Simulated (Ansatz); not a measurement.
Molecule: C3H4N, net charge 0, doublet state. It need not be the lowest isomer of its formula. SMILES: [C-]#[N+]C[CH2]
Structure (B3LYP-D3(BJ)/def2-TZVP (Ansatz, an electronic-structure program) minimum search):
```xyz
8

C     -1.5958     0.1356    -0.0750
C     -0.3195    -0.4769    -0.5251
N      0.8153     0.0496     0.1537
C      1.7356     0.4869     0.7180
H     -1.6177     0.8171     0.7603
H     -2.5138    -0.1446    -0.5697
H     -0.3272    -1.5646    -0.3723
H     -0.1705    -0.3286    -1.6017
```
Charge 0, spin multiplicity 2.

Quantity: atomisation energy (electronic, to ground-state atoms), in kcal/mol. Valence correlation only, unless marked. UHF or UKS for open shells. No spin-orbit coupling. No relativistic terms. The coupled-cluster limit lacks core correlation, which all-electron functionals hold. CBS(X,Y): correlation extrapolated as X^-3; Hartree-Fock from the larger set. The bracket is a focal-point correction in the basis named.

| level | program | atomisation energy (kcal/mol) |
|---|---|---|
| PBE0/def2-TZVPD | Ansatz | ? |
| r2SCANh/def2-TZVPD | Ansatz | 772.7 |
| wB97M-V/def2-TZVPD | Ansatz | 780.5 |
| RPA@PBE/cc-pVTZ | Ansatz | ? |
| RI-MP2/CBS(aug-cc-pVTZ,aug-cc-pVQZ)+[CCSD(T)-MP2]/aug-cc-pVTZ | Ansatz | 774.5 |

**Question.** Complete the blanks.

**Answer.** 
- PBE0/def2-TZVPD, atomisation energy (kcal/mol): 783.6
- RPA@PBE/cc-pVTZ, atomisation energy (kcal/mol): 720.5
